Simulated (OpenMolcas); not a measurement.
Ru4+ (d4) in a complex was computed by SS-CASPT2, IPEA 0.25 Eh, imaginary shift 0.1 Eh with the d shell active (OpenMolcas, ANO-RCC-VTZP on the metal). Its lowest spin-free states, and all those of the highest spin:

```json
{"2S+1": "1", "Degeneracy": "1", "E (cm-1)": "0"}
{"2S+1": "3", "Degeneracy": "3", "E (cm-1)": "4970"}
{"2S+1": "3", "Degeneracy": "3", "E (cm-1)": "6620"}
{"2S+1": "1", "Degeneracy": "3", "E (cm-1)": "7580"}
{"2S+1": "5", "Degeneracy": "3", "E (cm-1)": "7640"}
{"2S+1": "1", "Degeneracy": "3", "E (cm-1)": "10570"}
{"2S+1": "3", "Degeneracy": "2", "E (cm-1)": "12980"}
{"2S+1": "3", "Degeneracy": "3", "E (cm-1)": "14150"}
{"2S+1": "3", "Degeneracy": "3", "E (cm-1)": "14150"}
{"2S+1": "1", "Degeneracy": "3", "E (cm-1)": "15490"}
{"2S+1": "3", "Degeneracy": "3", "E (cm-1)": "16130"}
{"2S+1": "1", "Degeneracy": "1", "E (cm-1)": "16260"}
{"2S+1": "5", "Degeneracy": "2", "E (cm-1)": "24630"}
```

Problem. Is the site octahedral, tetrahedral or cube-like, axial, or of lower symmetry?

Solution. The states with 2S+1 = 5 have orbital degeneracies 3, 2. Threefold states need a cubic site. For d4 at this spin an octahedron puts the twofold E below the threefold T2 and a tetrahedron or cube puts the threefold T2 below the twofold E, so the site is a tetrahedron or a cube, which this pattern cannot tell apart. The first gap at this spin, 17000 cm-1, is |10Dq| in ligand-field theory. The run had Ru4+ with 4 ligands (chloride) in tetrahedral coordination (Td) at 2.25 Å. Ligand basis ANO-RCC-VDZP.

Roots that are degenerate in the reference are averaged as groups; the widest CASPT2 spread within a group is 770 cm-1 (the 3-fold group of multiplicity 3 near 4970 cm-1 above the lowest state of its run). Shifts and gaps below about the spread of the groups concerned are not significant. Over all roots computed the reference weight is 0.60 to 0.67; the roots of lowest weight are the least certain, and an intruder state may touch them. The least metal-like active orbital is 66 % on the metal (Löwdin) and no ligand orbital is active, so the numbers are rough, and ground spin, moment and any spin crossover can be artefacts of this space; highly charged d ions in such sites are as a rule low spin. Ligand-to-metal charge-transfer states are missing. With no ligand orbital active B as a rule stays too high, so bands that hang on it stand too high and its fall with covalency is understated. With one d shell and no ligand orbital active, 10Dq can be off by a tenth or more. No measured value stands beside these numbers; the geometry was imposed, not optimised, and the real ion may take another.
